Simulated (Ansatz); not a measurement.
Reaction (substitution at a C–Si bond): `C[SiH](S)Cl` + `C=CN[SiH3]` → `C=CN(C)[SiH3]` + `S[SiH2]Cl`

Computed with Ansatz on PBE0-D4/def2-TZVP structures; ΔE is electronic, products minus reactants. CBS: MP2 limit from def2 TZ/QZ plus the TZ coupled-cluster correction, frozen cores. This one scheme is used for every species. DFT in def2-TZVPP. B3LYP here is the variant with VWN-RPA as its local correlation; programs differ in this. HSE06 is defined as in plane-wave codes. Each species was taken in one conformer, which may not be the lowest.

(1) Is it downhill or uphill in electronic energy at CCSD(T)/CBS, and by how much? (An estimate is asked.)

(2) What do these levels give: B3LYP-D4, HSE06-D4, BLYP, r2SCAN, CCSD(T)/def2-SVP, HF/CBS(def2)? (An estimate is asked.)

Largest T1 diagnostic among the species: 0.012.

Answers

(1) Computed: Uphill: ΔE = +18.0 kcal/mol.

(2) Computed: B3LYP-D4 17.7, HSE06-D4 18.2, BLYP 18.2, r2SCAN 18.9, CCSD(T)/def2-SVP 14.1, HF/CBS(def2) 18.1 kcal/mol.

Leaving LDA and LC-ωPBE aside and taking each functional with its dispersion term where it has one, the values, not all of them listed here, spread over 2.0 kcal/mol, from revPBE-D4 to B97M-V. LDA lies −2.0 kcal/mol from PBE without D4. At CCSD(T), def2-SVP lies −3.9 kcal/mol from the extrapolated value and def2-TZVPP −0.7 kcal/mol.
